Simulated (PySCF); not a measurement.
Computed Raman spectrum (relative Raman activity) of a molecule C4H8O2. Coordinates come from a B3LYP-D3(BJ)/def2-SVP optimisation. The values are those of a single conformer. These are B3LYP-D3(BJ)/def2-SVP in PySCF 2.14.0 values and carry that method's errors. No scaling factor is applied to the harmonic values.

ν (cm⁻¹): 415 (vw), 792 (w), 865 (w), 940 (vw), 974 (vw), 1050 (vw), 1117 (vw), 1166 (vw), 1180 (vw), 1223 (w), 1254 (vw), 1287 (vw), 1345 (vw), 1400 (w), 1458 (w), 1464 (w), 1484 (w), 1521 (w), 2974 (s), 3033 (m), 3092 (s), 3100 (s), 3122 (vs), 3126 (s), 3225 (m), 3805 (vs) (against the strongest line: vs over 80 %, s over 45 %, m over 15 %, w over 4 %, vw less)

Question: Identify the compound among the candidates.
A) C1COCOC1
B) CO[C@@H]1C[C@H]1O
C) C=COCOC
D) C=C(OC)OC

Answer: B, CO[C@@H]1C[C@H]1O
